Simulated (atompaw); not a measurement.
# Scattering properties, PAW (atompaw) potential for technetium

Tc (Z = 43), PAW, made with atompaw 4.2.0.5 (PBE, scalar-relativistic). Core [Kr], reference 4d5 5s1 5p1. Waves: 5s (bound): rc 2.90 bohr; 5s channel at 0.05 Ry: rc 3.00 bohr; 5p (bound): rc 3.00 bohr; 5p channel at 3.95 Ry: rc 3.00 bohr; 4d (bound): rc 3.00 bohr; 4d channel at 0.55 Ry: rc 2.05 bohr. Local part: bessel scheme, radius 2.70 bohr. Core correction: smooth core density matched at 1.50 bohr. Augmentation charge: sinc compensation charge, radius 3.00 bohr; PAW radius 3.00 bohr; waves and projectors: custom rrkj gramschmidtortho.

The phase is arctan(r·u′/u) with u = r·R(r), unwrapped; energies in Ry, scanned from -3 to 5 Ry. A pole is an energy at which the radial function vanishes at the test radius. The pseudo phase is shifted by a multiple of π to meet the all-electron one at the reference energy, and phase errors are pseudo minus all-electron; the curves can meet again beyond the range given. Levels narrower than the energy grid can be missing from the lists of poles.

```json
{"channel": "s", "radius (bohr)": "3.02", "reference energy (Ry)": "-0.44", "poles, all-electron": "1.00", "poles, pseudo": "1.00, 3.95", "unbroken range about the reference energy with phases within 0.05 rad": "below 2.8", "phase error 1 Ry above the reference energy (rad)": "-0.000"}
{"channel": "p", "radius (bohr)": "3.02", "reference energy (Ry)": "-0.15", "poles, all-electron": "1.98", "poles, pseudo": "1.96", "unbroken range about the reference energy with phases within 0.05 rad": "below 4.7", "phase error 1 Ry above the reference energy (rad)": "-0.004"}
{"channel": "d", "radius (bohr)": "3.02", "reference energy (Ry)": "-0.59", "poles, all-electron": "-0.40, 3.85", "poles, pseudo": "-0.40, 4.19", "unbroken range about the reference energy with phases within 0.05 rad": "below 4.9", "phase error 1 Ry above the reference energy (rad)": "+0.000"}
```

Phases in the p channel:

| E (Ry) | all-electron | pseudo |
| --- | --- | --- |
| -3.00 | 1.377 | 1.362 |
| -2.76 | 1.361 | 1.351 |
| -2.52 | 1.347 | 1.339 |
| -2.28 | 1.331 | 1.325 |
| -2.04 | 1.312 | 1.308 |
| -1.80 | 1.291 | 1.286 |
| -1.56 | 1.263 | 1.260 |
| -1.32 | 1.228 | 1.225 |
| -1.08 | 1.180 | 1.178 |
| -0.84 | 1.111 | 1.109 |
| -0.60 | 1.003 | 1.002 |
| -0.36 | 0.814 | 0.813 |
| -0.12 | 0.442 | 0.442 |
| 0.12 | -0.214 | -0.216 |
| 0.36 | -0.813 | -0.817 |
| 0.60 | -1.130 | -1.135 |
| 0.84 | -1.296 | -1.300 |
| 1.08 | -1.395 | -1.399 |
| 1.32 | -1.460 | -1.464 |
| 1.56 | -1.509 | -1.512 |
| 1.80 | -1.546 | -1.550 |
| 2.04 | -1.578 | -1.581 |
| 2.28 | -1.606 | -1.609 |
| 2.52 | -1.632 | -1.635 |
| 2.76 | -1.658 | -1.660 |
| 3.00 | -1.685 | -1.686 |
| 3.24 | -1.714 | -1.715 |
| 3.48 | -1.748 | -1.749 |
| 3.72 | -1.791 | -1.791 |
| 3.96 | -1.848 | -1.848 |
| 4.20 | -1.930 | -1.931 |
| 4.44 | -2.065 | -2.071 |
| 4.68 | -2.319 | -2.350 |
| 4.92 | -2.848 | -2.972 |
